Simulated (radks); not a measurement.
Values are calculated unless marked as measured or tabulated.
S12+, 4 electrons, occupied as [He] 2s2.

Level of theory: Dirac Kohn-Sham, PBE, spin-unpolarised, spherical densities, finite nucleus; Fermi nuclear charge, rms radius 3.2611 fm (a radial shooting solver on a logarithmic mesh with Libxc functionals).

Energy parts (hartree):
total: -296.69853
kinetic: 298.66456
electron-nucleus: -618.98557
Hartree: 36.18944
exchange-correlation: -12.56695

Orbitals (lengths in bohr, moments of r in powers of bohr):
orbital  occ.  eigenvalue (hartree)      <r^4>      <r>
1s1/2       2             -108.9605  0.0003933  0.09615
2s1/2       2             -23.02881    0.06601   0.4125
2p1/2       0             -21.83698    0.04521   0.3568
2p3/2       0             -21.76405    0.04582   0.3583
3s1/2       0              -9.40453      1.669   0.9726
3d3/2       0              -8.72767     0.8876   0.8024
3d5/2       0              -8.72251     0.8901   0.8031

The highest occupied level is 2s1/2 at -626.65 eV. For comparison, the ionisation energy in NIST's Atomic Spectra Database is 652.0 eV (semi-empirical). In exact Kohn-Sham theory the highest level is minus the ionisation energy, but local and semilocal functionals leave it too shallow, through self-interaction and a potential that decays too fast; potentials with the right tail come closer. The density falls to 0.001 e/bohr^3 at r = 1.14 bohr.
